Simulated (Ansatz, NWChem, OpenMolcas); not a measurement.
Appearance energy of a fragment ion: C2H6OSi2 → [SiH3]+ + SiH2(OH)(CC) + e⁻

Species: C2H6OSi2 `O[SiH2]C#C[SiH3]`, singlet; [SiH3]+ `[SiH3+]`, singlet; SiH2(OH)(CC), doublet. 

Shapes, held fixed at every level: PBE0-D4/def2-TZVP. Flexible molecules stand in one conformer, not always the lowest. Programs: Ansatz 0.2.0, NWChem 7.3.0, OpenMolcas 26.06. A level may come from different programs for different species; with the same settings they agree closely. Electronic energies: no zero-point or thermal term.

```json
{"level": "HF/def2-TZVPP", "kind": "Hartree–Fock", "ΔE (eV)": "+11.84"}
{"level": "PBE-D4/def2-TZVPP", "kind": "GGA", "ΔE (eV)": "+13.69"}
{"level": "B3LYP/6-31G* (Cartesian functions)", "kind": "global hybrid", "ΔE (eV)": "+13.55"}
{"level": "r2SCAN0-D4/def2-TZVPP", "kind": "global hybrid", "ΔE (eV)": "+13.65"}
{"level": "wB97M-V/def2-TZVPP", "kind": "range-separated hybrid", "ΔE (eV)": "+13.69"}
{"level": "wB97X-V/def2-TZVPP", "kind": "range-separated hybrid", "ΔE (eV)": "+13.72"}
{"level": "B2PLYP/def2-TZVPP", "kind": "double hybrid", "ΔE (eV)": "+13.58"}
```

B2PLYP/def2-TZVPP gives ΔE = +13.58 eV; the levels span +11.84 to +13.72. The median of the levels is +13.65. No measured value is set beside it here. Spin contamination: SiH2(OH)(CC) (⟨S²⟩ up to 1.16). Open shells run unrestricted unless RO is named. The onset seen in experiment also holds zero-point changes and kinetic shifts.
